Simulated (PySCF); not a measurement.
C₄H₁₂O₃Si, quintet, at a GFN2-xTB geometry of the parent state (a higher spin typed on purpose: for a closed-shell molecule this is an excited state); DF-HF/6-31G** (PySCF).

Here is a job for PySCF.
```python
from pyscf import gto, scf

mol = gto.M(
    atom='''
C    -2.351200   -1.276742   -0.346431
O    -1.499053   -0.171473   -0.464038
Si    0.000320    0.003483    0.136743
C     0.004785    0.052126    2.046433
O     0.609654    1.364572   -0.508094
C     0.076563    2.658524   -0.452345
O     0.886091   -1.229137   -0.442674
C     2.271942   -1.411141   -0.353817
H    -1.836377   -2.192979   -0.637966
H    -2.704837   -1.380188    0.682198
H    -3.202708   -1.109507   -1.006855
H    -0.722912    0.762195    2.430162
H     0.976311    0.343143    2.436863
H    -0.236240   -0.918406    2.471831
H    -0.968744    2.658371   -0.763566
H     0.659356    3.285626   -1.127836
H     0.144734    3.057631    0.562497
H     2.800228   -0.518704   -0.691453
H     2.536044   -2.255737   -0.991076
H     2.564595   -1.628515    0.676203
''',
    basis='6-31g**',
    charge=0,
    spin=4,
    verbose=4,
)

mf = scf.UHF(mol)
mf = mf.density_fit(auxbasis='def2-universal-jkfit')
mf.kernel()
```

### Question
Write the output that PySCF gives for this input, abridged.

### Answer

```
PySCF version 2.14.0

[INPUT] verbose = 4
[INPUT] num. atoms = 20
[INPUT] num. electrons = 74
[INPUT] charge = 0
[INPUT] spin (= nelec alpha-beta = 2S) = 4
[INPUT] symmetry False subgroup None
[INPUT] Mole.unit = angstrom
[INPUT] Symbol           X                Y                Z      unit          X                Y                Z       unit  Magmom
[...]
nuclear repulsion = 521.604729548532
number of shells = 86
number of NR pGTOs = 324
number of NR cGTOs = 176
basis = 6-31g**
ecp = {}

******** <class 'pyscf.df.df_jk.DFUHF'> ********
method = DFUHF
initial guess = minao
damping factor = 0
level_shift factor = 0
DIIS = <class 'pyscf.scf.diis.CDIIS'>
diis_start_cycle = 1
diis_space = 8
diis_damp = 0
SCF conv_tol = 1e-09
SCF conv_tol_grad = None
SCF max_cycles = 50
direct_scf = False
number electrons alpha = 39  beta = 35
Set gradient conv threshold to 3.16228e-05
******** <class 'pyscf.df.df.DF'> ********
auxbasis = def2-universal-jkfit
init E= -673.28064699841

cycle= 1 E= -671.104564449848  delta_E= 2.18  |g|= 0.571  |ddm|= 6.03

cycle= 2 E= -671.260479169733  delta_E= -0.156  |g|= 0.441  |ddm|= 1.96

cycle= 3 E= -671.35582616647  delta_E= -0.0953  |g|= 0.114  |ddm|= 0.865

cycle= 4 E= -671.390219195172  delta_E= -0.0344  |g|= 0.0723  |ddm|= 0.954

cycle= 5 E= -671.409310482069  delta_E= -0.0191  |g|= 0.0522  |ddm|= 0.708

cycle= 6 E= -671.422344369597  delta_E= -0.013  |g|= 0.0322  |ddm|= 0.841

cycle= 7 E= -671.426246876346  delta_E= -0.0039  |g|= 0.0216  |ddm|= 0.451

cycle= 8 E= -671.429107811544  delta_E= -0.00286  |g|= 0.0115  |ddm|= 0.604

cycle= 9 E= -671.429962877053  delta_E= -0.000855  |g|= 0.00739  |ddm|= 0.347

cycle= 10 E= -671.43025187395  delta_E= -0.000289  |g|= 0.00497  |ddm|= 0.185

cycle= 11 E= -671.430415566016  delta_E= -0.000164  |g|= 0.0039  |ddm|= 0.129

cycle= 12 E= -671.430532357381  delta_E= -0.000117  |g|= 0.00291  |ddm|= 0.112

cycle= 13 E= -671.430616961532  delta_E= -8.46e-05  |g|= 0.00251  |ddm|=  0.1

cycle= 14 E= -671.430672413135  delta_E= -5.55e-05  |g|= 0.002  |ddm|= 0.0845

cycle= 15 E= -671.430709129809  delta_E= -3.67e-05  |g|= 0.00189  |ddm|= 0.0595

cycle= 16 E= -671.430732204969  delta_E= -2.31e-05  |g|= 0.00192  |ddm|= 0.0314

cycle= 17 E= -671.430733937503  delta_E= -1.73e-06  |g|= 0.00194  |ddm|= 0.00251

cycle= 18 E= -671.430729727468  delta_E= 4.21e-06  |g|= 0.00186  |ddm|= 0.0146

cycle= 19 E= -671.430735562692  delta_E= -5.84e-06  |g|= 0.00186  |ddm|= 0.0108

cycle= 20 E= -671.430733067012  delta_E= 2.5e-06  |g|= 0.00175  |ddm|= 0.00671

cycle= 21 E= -671.430739576435  delta_E= -6.51e-06  |g|= 0.00184  |ddm|= 0.012

cycle= 22 E= -671.430754027036  delta_E= -1.45e-05  |g|= 0.00137  |ddm|= 0.0313

cycle= 23 E= -671.430754707134  delta_E= -6.8e-07  |g|= 0.0009  |ddm|= 0.0218

cycle= 24 E= -671.430754390825  delta_E= 3.16e-07  |g|= 0.000746  |ddm|= 0.0134

cycle= 25 E= -671.430754864929  delta_E= -4.74e-07  |g|= 0.000499  |ddm|= 0.0105

cycle= 26 E= -671.430756764784  delta_E= -1.9e-06  |g|= 0.000312  |ddm|= 0.0161

cycle= 27 E= -671.430758041545  delta_E= -1.28e-06  |g|= 0.000187  |ddm|= 0.0147

cycle= 28 E= -671.430758495576  delta_E= -4.54e-07  |g|= 8.66e-05  |ddm|= 0.0121

cycle= 29 E= -671.430758538981  delta_E= -4.34e-08  |g|= 5.42e-05  |ddm|= 0.00385

cycle= 30 E= -671.430758555607  delta_E= -1.66e-08  |g|= 4.31e-05  |ddm|= 0.00105

cycle= 31 E= -671.430758560321  delta_E= -4.71e-09  |g|= 3.15e-05  |ddm|= 0.000418

cycle= 32 E= -671.430758566437  delta_E= -6.12e-09  |g|= 2.25e-05  |ddm|= 0.000413

cycle= 33 E= -671.430758569964  delta_E= -3.53e-09  |g|= 1.64e-05  |ddm|= 0.000576

cycle= 34 E= -671.430758570101  delta_E= -1.37e-10  |g|= 8.97e-06  |ddm|= 0.000259

Extra cycle  E= -671.430758570287  delta_E= -1.86e-10  |g|= 8.29e-06  |ddm|= 4.4e-05
converged SCF energy = -671.430758570287  <S^2> = 6.0456019  2S+1 = 5.0182076
```
